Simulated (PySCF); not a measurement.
Level of theory: PySCF with PBE-D3(BJ)/def2-TZVP // PBE-D3(BJ)/def2-SVP. All species are isolated molecules in the gas phase. Delta-SCF ions had no search for a lower state. Excitations are Tamm–Dancoff values on a coarser integration grid. The basis has no diffuse functions, so Rydberg states are missing or too high.

Reference species (SMILES): `N#Cc1c([SiH3])ccc2ccsc12` (neutral, multiplicity 1).

- vertical ionisation energy (Delta-SCF): 8.27 eV
- brightest of the four lowest singlets (TDA): 4.94 eV
- HOMO: -6.01 eV

After one change: the vertical ionisation energy (Delta-SCF) hardly moves; the brightest of the four lowest singlets (TDA) falls by 0.03 eV; the HOMO drops by 0.04 eV.

Problem. Name the change that produced these shifts. The new species is one of these.
A) `N#Cc1c([SiH3])sc2ccccc12`
B) `N#Cc1cc([SiH3])cc2sccc12`
C) `N#Cc1cc2ccc([SiH3])cc2s1`
D) `N#Cc1cc2cccc([SiH3])c2s1`

Solution. B, `N#Cc1cc([SiH3])cc2sccc12`
